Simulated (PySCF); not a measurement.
C8H9 (SMILES [CH2]c1ccc(C)cc1), doublet, at a GFN2-xTB geometry; R2SCAN/STO-3G run with PySCF.

Input for PySCF:
```python
from pyscf import gto, scf, dft

mol = gto.M(
    atom='''
C    -2.86940762    0.04230958    0.04061680
C    -1.49251200    0.02059238    0.02077269
C    -0.76964542   -1.10670664   -0.46122192
C     0.60065833   -1.11868845   -0.47556411
C     1.34045314   -0.02581735   -0.01768787
C     2.83523812   -0.03240613   -0.04110719
C     0.64717806    1.09259535    0.45923992
C    -0.72087053    1.12517956    0.48211883
H    -3.44548796   -0.79521068   -0.30925238
H    -3.40864576    0.89741059    0.40629066
H    -1.32637261   -1.96090267   -0.81821381
H     1.12443398   -1.98904985   -0.84687777
H     3.21858061   -1.01579588   -0.30197407
H     3.23522463    0.25477780    0.93086154
H     3.20460889    0.68682114   -0.77355242
H     1.21174650    1.94351087    0.81542914
H    -1.24064055    1.99608895    0.85428617
''',
    basis='sto-3g',
    spin=1,
    verbose=4,
)

mf = dft.UKS(mol)
mf.xc = 'r2scan'
mf.DIIS = scf.ADIIS
mf.kernel()
mf.analyze()
```

What the program printed (banner, timings and long lists left out):

```
PySCF version 2.14.0

[INPUT] verbose = 4
[INPUT] num. atoms = 17
[INPUT] num. electrons = 57
[INPUT] charge = 0
[INPUT] spin (= nelec alpha-beta = 2S) = 1
[INPUT] symmetry False subgroup None
[INPUT] Mole.unit = angstrom
[INPUT] Symbol           X                Y                Z      unit          X                Y                Z       unit  Magmom
[...]
nuclear repulsion = 332.608950134293
number of shells = 33
number of NR pGTOs = 147
number of NR cGTOs = 49
basis = sto-3g
ecp = {}

******** <class 'pyscf.dft.uks.UKS'> ********
method = UKS
initial guess = minao
damping factor = 0
level_shift factor = 0
DIIS = <class 'pyscf.scf.diis.ADIIS'>
diis_start_cycle = 1
diis_space = 8
diis_damp = 0
SCF conv_tol = 1e-09
SCF conv_tol_grad = None
SCF max_cycles = 50
direct_scf = True
direct_scf_tol = 1e-13
number electrons alpha = 29  beta = 28
XC library pyscf.dft.libxc version 7.1.2
    S. Lehtola, C. Steigemann, M. J. T. Oliveira, and M. A. L. Marques,  SoftwareX 7, 1–5 (2018)
XC functionals = r2scan
    J. W. Furness, A. D. Kaplan, J. Ning, J. P. Perdew, and J. Sun,  J. Phys. Chem. Lett. 11, 8208–8215 (2020)
    J. W. Furness, A. D. Kaplan, J. Ning, J. P. Perdew, and J. Sun,  J. Phys. Chem. Lett. 11, 9248–9248 (2020)
    J. W. Furness, A. D. Kaplan, J. Ning, J. P. Perdew, and J. Sun,  J. Phys. Chem. Lett. 11, 8208–8215 (2020)
    J. W. Furness, A. D. Kaplan, J. Ning, J. P. Perdew, and J. Sun,  J. Phys. Chem. Lett. 11, 9248–9248 (2020)
radial grids:
    Treutler-Ahlrichs [JCP 102, 346 (1995); DOI:10.1063/1.469408] (M4) radial grids

becke partition: Becke, JCP 88, 2547 (1988); DOI:10.1063/1.454033
pruning grids: <function nwchem_prune>
grids dens level: 3
symmetrized grids: False
atomic radii adjust function: <function treutler_atomic_radii_adjust>
small_rho_cutoff = 0
Set gradient conv threshold to 3.16228e-05
tot grids = 201216
init E= -307.398741239316

cycle= 1 E= -306.27906253831  delta_E= 1.12  |g|= 0.133  |ddm|= 4.03
cycle= 2 E= -306.289685563245  delta_E= -0.0106  |g|= 0.0996  |ddm|= 0.383
cycle= 3 E= -306.292789908481  delta_E= -0.0031  |g|= 0.0824  |ddm|= 0.272
cycle= 4 E= -306.295647516572  delta_E= -0.00286  |g|= 0.0533  |ddm|= 0.194
cycle= 5 E= -306.296564903263  delta_E= -0.000917  |g|= 0.0413  |ddm|= 0.145
cycle= 6 E= -306.297756612242  delta_E= -0.00119  |g|= 0.0165  |ddm|= 0.084
cycle= 7 E= -306.297661282965  delta_E= 9.53e-05  |g|= 0.0214  |ddm|= 0.0527
cycle= 8 E= -306.297984620765  delta_E= -0.000323  |g|= 0.00315  |ddm|= 0.0295
cycle= 9 E= -306.297990781081  delta_E= -6.16e-06  |g|= 0.00386  |ddm|= 0.0121
cycle= 10 E= -306.297994708546  delta_E= -3.93e-06  |g|= 0.0037  |ddm|= 0.0116
cycle= 11 E= -306.298004994372  delta_E= -1.03e-05  |g|= 0.00136  |ddm|= 0.00803
cycle= 12 E= -306.298003700931  delta_E= 1.29e-06  |g|= 0.00223  |ddm|= 0.0059
cycle= 13 E= -306.298007614322  delta_E= -3.91e-06  |g|= 0.000419  |ddm|= 0.00393
cycle= 14 E= -306.298007842852  delta_E= -2.29e-07  |g|= 0.000578  |ddm|= 0.00177
cycle= 15 E= -306.298007251605  delta_E= 5.91e-07  |g|= 0.00114  |ddm|= 0.00267
cycle= 16 E= -306.298008236483  delta_E= -9.85e-07  |g|= 0.000177  |ddm|= 0.0015
cycle= 17 E= -306.298008247218  delta_E= -1.07e-08  |g|= 0.000281  |ddm|= 0.000765
cycle= 18 E= -306.298008279284  delta_E= -3.21e-08  |g|= 0.000231  |ddm|= 0.000768
cycle= 19 E= -306.29800832316  delta_E= -4.39e-08  |g|= 9.79e-05  |ddm|= 0.000501
cycle= 20 E= -306.29800831371  delta_E= 9.45e-09  |g|= 0.000173  |ddm|= 0.000427
cycle= 21 E= -306.298008336392  delta_E= -2.27e-08  |g|= 3.33e-05  |ddm|= 0.000221
cycle= 22 E= -306.298008337263  delta_E= -8.71e-10  |g|= 5.03e-05  |ddm|= 0.000143
cycle= 23 E= -306.298008338962  delta_E= -1.7e-09  |g|= 2.99e-05  |ddm|= 0.000117
cycle= 24 E= -306.298008339745  delta_E= -7.84e-10  |g|= 1.29e-05  |ddm|= 3.59e-05
Extra cycle  E= -306.298008340086  delta_E= -3.4e-10  |g|= 1.56e-05  |ddm|= 5.4e-05
converged SCF energy = -306.298008340086  <S^2> = 0.81302817  2S+1 = 2.0620652
**** SCF Summaries ****
[...]
Total Energy =                        -306.298008340085516
[...]
**** MO energy ****
                             alpha | beta                alpha | beta
[...]
To work with the spin densities directly, `use mulliken_meta_spin()` only printing them here.

 ** Mulliken spin pop alpha/beta on meta-lowdin orthogonal AOs **
 ** Mulliken Spin Density (per AO)  **
spin_pop of  0 C 1s       -0.00003
spin_pop of  0 C 2s        0.04315
spin_pop of  0 C 2px       0.02064
spin_pop of  0 C 2py       0.12025
spin_pop of  0 C 2pz       0.57358
spin_pop of  1 C 1s        0.00001
spin_pop of  1 C 2s       -0.01918
spin_pop of  1 C 2px      -0.02192
spin_pop of  1 C 2py      -0.03503
spin_pop of  1 C 2pz      -0.13058
spin_pop of  2 C 1s       -0.00001
spin_pop of  2 C 2s        0.01691
spin_pop of  2 C 2px       0.01015
spin_pop of  2 C 2py       0.04522
spin_pop of  2 C 2pz       0.20399
spin_pop of  3 C 1s        0.00001
spin_pop of  3 C 2s       -0.01165
spin_pop of  3 C 2px      -0.01059
spin_pop of  3 C 2py      -0.02583
spin_pop of  3 C 2pz      -0.10581
spin_pop of  4 C 1s       -0.00001
spin_pop of  4 C 2s        0.01722
spin_pop of  4 C 2px       0.00888
spin_pop of  4 C 2py       0.04562
spin_pop of  4 C 2pz       0.20747
spin_pop of  5 C 1s        0.00000
spin_pop of  5 C 2s       -0.00333
spin_pop of  5 C 2px      -0.00992
spin_pop of  5 C 2py      -0.00224
spin_pop of  5 C 2pz      -0.00376
spin_pop of  6 C 1s        0.00001
spin_pop of  6 C 2s       -0.01161
spin_pop of  6 C 2px      -0.01018
spin_pop of  6 C 2py      -0.02621
spin_pop of  6 C 2pz      -0.10642
spin_pop of  7 C 1s       -0.00001
spin_pop of  7 C 2s        0.01638
spin_pop of  7 C 2px       0.01005
spin_pop of  7 C 2py       0.04359
spin_pop of  7 C 2pz       0.19625
spin_pop of  8 H 1s       -0.02925
spin_pop of  9 H 1s       -0.02927
spin_pop of  10 H 1s       -0.01147
spin_pop of  11 H 1s        0.00629
spin_pop of  12 H 1s        0.00130
spin_pop of  13 H 1s        0.00924
spin_pop of  14 H 1s        0.01287
spin_pop of  15 H 1s        0.00631
spin_pop of  16 H 1s       -0.01108
 ** Mulliken Spin Density (per atom)  **
spin density of  0 C =      0.75760
spin density of  1 C =     -0.20670
spin density of  2 C =      0.27626
spin density of  3 C =     -0.15388
spin density of  4 C =      0.27918
spin density of  5 C =     -0.01925
spin density of  6 C =     -0.15442
spin density of  7 C =      0.26627
spin density of  8 H =     -0.02925
spin density of  9 H =     -0.02927
spin density of  10 H =     -0.01147
spin density of  11 H =      0.00629
spin density of  12 H =      0.00130
spin density of  13 H =      0.00924
spin density of  14 H =      0.01287
spin density of  15 H =      0.00631
spin density of  16 H =     -0.01108
 ** Mulliken pop alpha/beta on meta-lowdin orthogonal AOs **
 ** Mulliken pop       alpha | beta **
In total            29.00000 | 28.00000
 ** Mulliken atomic charges   ( Nelec_alpha | Nelec_beta ) **
charge of  0C =     -0.09497  (     3.42628      2.66869 )
charge of  1C =     -0.00370  (     2.89850      3.10520 )
charge of  2C =     -0.05181  (     3.16404      2.88777 )
charge of  3C =     -0.06491  (     2.95552      3.10940 )
charge of  4C =      0.01657  (     3.13130      2.85213 )
charge of  5C =     -0.14846  (     3.06461      3.08385 )
charge of  6C =     -0.06530  (     2.95544      3.10986 )
charge of  7C =     -0.05179  (     3.15903      2.89276 )
charge of  8H =      0.04939  (     0.46068      0.48993 )
charge of  9H =      0.04937  (     0.46068      0.48995 )
charge of  10H =      0.04888  (     0.46983      0.48129 )
charge of  11H =      0.04899  (     0.47865      0.47236 )
charge of  12H =      0.05417  (     0.47357      0.47227 )
charge of  13H =      0.05731  (     0.47596      0.46673 )
charge of  14H =      0.05850  (     0.47718      0.46431 )
charge of  15H =      0.04887  (     0.47872      0.47241 )
charge of  16H =      0.04888  (     0.47002      0.48110 )
Dipole moment(X, Y, Z, Debye):  0.32439,  0.03717, -0.00888
```
